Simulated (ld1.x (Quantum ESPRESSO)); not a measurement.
**What one change does to a pseudopotential (Zn (Z = 30), TM)**

```json
{"Element": "zinc", "Generator": "ld1.x (Quantum ESPRESSO) 7.5", "Type": "norm-conserving Troullier–Martins (Kleinman–Bylander form)", "Functional": "PBEsol", "Relativity": "fully relativistic", "Frozen core": "[Ar]", "Valence charge": "12", "Reference configuration": "3d10 4s2 4p0", "Partial waves": "4p (bound, empty): rc 2.50 bohr; 3d (bound): rc 0.80 bohr; 4s (bound): rc 1.60 bohr", "Local potential": "the s channel", "Core correction": "a·sin(br)/r model core inside 0.70 bohr"}
```

Open shells are filled in proportion to 2j + 1 (rel_dist='average').

All-electron outer shells of the reference configuration (PBEsol, scalar-relativistic, ld1.x):

| shell | level (eV) | outermost node (bohr) | outermost maximum (bohr) |
| --- | --- | --- | --- |
| 3s | -128.92 | 0.28 | 0.59 |
| 3p | -83.26 | 0.25 | 0.59 |
| 3d | -10.17 | – | 0.56 |
| 4s | -6.00 | 0.85 | 2.09 |
| 4p | -1.07 | 0.92 | 3.04 |

Change: wave 4s (bound): rc 1.60 bohr becomes 4s (bound): rc 1.34 bohr.

Cutoffs: the cutoffs (Ry, on a coarse ladder) from which the occupation-weighted sum of valence levels, in a spherical-Bessel basis at the reference potential, stays within 10 and 1 mRy of its value at 400 Ry; they do not see the model core or the augmentation charge, which bear on the density cutoff. Errors are all-electron minus pseudo energies relative to the spin-unpolarised reference configuration.

Question: Predict the effect on cutoff, ghosts and configuration errors.

Answer: A bound ghost appears in p, which as a rule spoils a file; of the 7 tests that both files solve, the error grows in 0 and shrinks in 5 by more than 15 % and 0.3 meV (median size 56.2 → 27.1 meV); the range in which the p3/2 phases agree narrows (upper end 4.7 → 3.7). Less of the atom is replaced, so other configurations are described better.

| quantity | base | changed |
| --- | --- | --- |
| cutoff, loose | over 300 Ry | over 300 Ry |
| cutoff, tight | over 300 Ry | over 300 Ry |
| loose cutoff by channel (10 mRy a level) | d 300 Ry, s 10 Ry | d 300 Ry, s 35 Ry |
| bound ghosts | none | p3/2, p1/2 |
| error for 3d10 4s1 4p0, meV [ΔE 9.90 eV] | -8.3 | -3.0 |
| error for 3d10 4s0 4p0, meV [ΔE 28.25 eV] | -56 | -27 |
| error for 3d9 4s0 4p0, meV [ΔE 68.76 eV] | -432 | -456 |
| error for 3d8 4s0 4p0, meV [ΔE 130.54 eV] | -2384 | -2479 |
| error for 3d10 4s1 4p1, meV [ΔE 5.13 eV] | -2.4 | +0.7 |
| error for 3d10 4s0 4p1, meV [ΔE 16.26 eV] | -19 | -4.1 |
| error for 3d9 4s2 4p1, meV [ΔE 12.28 eV] | -485 | -359 |
| s: phases at 2.70 bohr within 0.05 rad from the reference energy up to (Ry; the scan ends near 5) | 2.5 | 1.5 |
| p1/2: phases at 2.70 bohr within 0.05 rad from the reference energy up to (Ry; the scan ends near 5) | 4.0 | 3.3 |
| p3/2: phases at 2.70 bohr within 0.05 rad from the reference energy up to (Ry; the scan ends near 5) | 4.7 | 3.7 |
| d3/2: phases at 2.70 bohr within 0.05 rad from the reference energy up to (Ry; the scan ends near 5) | 0.6 | 0.7 |
| d5/2: phases at 2.70 bohr within 0.05 rad from the reference energy up to (Ry; the scan ends near 5) | 0.6 | 0.7 |

 A true bound ghost makes a file unfit for plane-wave use even where its test errors are small: the radial tests pick states by their node count and pass the ghost by.
